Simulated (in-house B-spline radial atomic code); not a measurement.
Atomic self-consistent-field run: Pb⁵⁺ (an excited or competing configuration). Computed with a B-spline radial code for spherical atoms: Dirac-Hartree-Fock, average of configuration, Fermi nucleus of rms radius 5.5012 fm.

Command:
```bash
python run_scf.py task.json out
```
Settings (nuclear radius in fm, mass in u):
```
Z                82
configuration    [Kr] 4d10 4f14 5s2 5p5 5d10
hamiltonian      dirac
method           hf
spin_polarised   False
nucleus          fermi
rms_radius       5.5012
atomic_mass      207.97665
speed_of_light   137.035999084
```

Output (hartree, bohr):
```
 radial grid: 68 intervals, B-splines of order 8, outer radius 25.4386 bohr

 iter        energy (Eh)    residual
    1      -20899.448984    1.05e+00
    2      -20904.398196    2.14e-01
    3      -20905.055937    6.58e-02
    4      -20905.099442    2.43e-02
    5      -20905.106206    4.52e-03
    6      -20905.106593    1.01e-03
    7      -20905.106605    2.61e-04
    8      -20905.106607    3.31e-05
    9      -20905.106607    2.05e-06
   10      -20905.106607    6.66e-08

 total energy                    -20905.10661
 kinetic                           24299.0490
 electron-nucleus                 -52716.7803
 electron-electron                  7512.6247

 first-order corrections (not in the total)
   Gaunt                            27.6809
   retardation                      -2.9344
   frequency dependence             -0.5627
   self-energy                      20.9684
   Uehling                          -4.4513
   Wichmann-Kroll                    0.2049
   recoil                            0.0329

 orbital      occ     eigenvalue          <r>       <r^2>       <1/r>       <r^4>     <1/r^3>       r_max    small
 1s1/2      2.000     -3258.2811     0.016054 0.000357422     101.241 3.54064e-07           -    0.009847  9.78e-02
 2s1/2      2.000      -590.2347    0.0668818  0.00536129     25.0506  5.0706e-05           -     0.05735  2.26e-02
 2p1/2      2.000      -565.8437    0.0549499  0.00378473     24.9606 3.00692e-05           -     0.04204  2.26e-02
 2p3/2      4.000      -485.2521    0.0638286  0.00496274     19.9548 4.84136e-05       23337     0.04972  1.99e-02
 3s1/2      2.000      -146.0851     0.173687   0.0346625     9.19888  0.00182267           -      0.1612  7.62e-03
 3p1/2      2.000      -135.1357     0.164409   0.0315849     9.09608  0.00158792           -      0.1504  7.55e-03
 3p3/2      4.000      -116.9254     0.180522   0.0378704     7.79301  0.00225454     5533.42      0.1658  6.77e-03
 3d3/2      4.000       -99.1481      0.15709    0.028977     7.67385  0.00148779     965.836       0.129  6.63e-03
 3d5/2      6.000       -95.3077     0.161984   0.0306831     7.38315  0.00165086     789.775      0.1332  6.42e-03
 4s1/2      2.000       -36.3019     0.383987    0.166455     3.88757   0.0398877           -      0.3628  2.59e-03
 4p1/2      2.000       -31.5289     0.385854    0.169445     3.77387   0.0424268           -      0.3609  2.50e-03
 4p3/2      4.000       -27.0126     0.418694    0.199259     3.34309   0.0586102      1356.2      0.3914  2.22e-03
 4d3/2      4.000       -19.2426     0.423135    0.206692     3.14671   0.0671103     216.341      0.3831  2.02e-03
 4d5/2      6.000       -18.3899     0.433939    0.217148     3.04549   0.0739478     173.011      0.3926  1.94e-03
 4f5/2      6.000        -8.2532      0.44786    0.239238     2.70273    0.110217      37.866      0.3487  1.58e-03
 4f7/2      8.000        -8.0618     0.453903     0.24564     2.66413    0.116138     35.9129      0.3533  1.54e-03
 5s1/2      2.000        -8.3166      0.86006    0.827655     1.59334    0.981598           -      0.7936  6.71e-04
 5p1/2      1.667        -6.6729     0.914076    0.939719     1.48309     1.29422           -      0.8313  5.99e-04
 5p3/2      3.333        -5.8131     0.993353     1.10889     1.33483     1.79918     246.198      0.9021  5.19e-04
 5d3/2      4.000        -3.2684      1.19304      1.6225     1.08926     4.11874     28.1324       1.031  3.59e-04
 5d5/2      6.000        -3.1552       1.2286      1.7199     1.05273     4.62337     21.9987       1.061  3.38e-04
```

Cost of the run: 1.4 s on 1 thread of Arm Neoverse V1 (shared host).

For the Dirac Hamiltonian the kinetic term is c α·p + (β - 1)c².
